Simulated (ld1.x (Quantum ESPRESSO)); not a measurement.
What the settings do to the RRKJ potential of He (Z = 2)

Base potential:

| Item | Value |
| --- | --- |
| Element | He (Z = 2) |
| Generator | ld1.x (Quantum ESPRESSO) 7.5 |
| Type | norm-conserving RRKJ (Kleinman–Bylander form) |
| Functional | BP86 |
| Relativity | scalar-relativistic |
| Frozen core | none |
| Valence charge | 2 |
| Reference configuration | 1s2 |
| Partial waves | 2p channel at -0.2 Ry: rc 0.50 bohr; 1s (bound): rc 0.45 bohr |
| Local potential | the s channel |
| Core correction | none |
| rho0 | 0.02 |

All-electron outer shells of the reference configuration (BP86, scalar-relativistic, ld1.x):

```json
{"shell": "1s", "level (eV)": "-15.89", "outermost node (bohr)": "–", "outermost maximum (bohr)": "0.56"}
```

Cutoffs, loose and tight: the cutoffs (Ry, on a coarse ladder) from which the occupation-weighted sum of valence levels, in a spherical-Bessel basis at the reference potential, stays within 10 and 1 mRy of its value at 400 Ry. They do not see the model core or the augmentation charge, which bear on the density cutoff. Test errors are all-electron minus pseudo excitation energies from the reference, over the configurations 1s1; 1s1.5. A dash means not determined; rows that change the core or the reference have their own tests.

Cutoffs are not given where the Bessel-basis levels miss the radial ones by over 6 mRy, ghosts where they miss by over 20 mRy; a channel whose overlap is not positive is not tested.

```csv
change,outcome,"cutoff, loose","cutoff, tight",bound ghosts,largest test error (meV)
base,generated,200 Ry,300 Ry,none,+0.4
type TM; local potential all-electron potential smoothed inside 0.35 bohr (lloc = -2); rho0 0,generated,200 Ry,300 Ry,none,+0.7
wave 2p channel at -0.2 Ry: rc 0.50 bohr becomes 2p channel at -0.2 Ry: rc 0.70 bohr,generated,200 Ry,300 Ry,none,+0.4
non-relativistic,generated,200 Ry,300 Ry,none,+1.6
wave 2p channel at -0.2 Ry: rc 0.50 bohr becomes 2p channel at 0.26 Ry: rc 0.50 bohr,generated,200 Ry,300 Ry,none,+0.4
```

Q: What comes out with this change to the base: local potential all-electron potential smoothed inside 0.45 bohr (lloc = -2)?

A: outcome: generated; bound ghosts: not determined; largest test error (meV): +13.

Q: What comes out with this change to the base: functional LDA (PZ)?

A: outcome: generated; cutoff, loose: 180 Ry; cutoff, tight: 300 Ry; bound ghosts: none; largest test error (meV): -0.3.
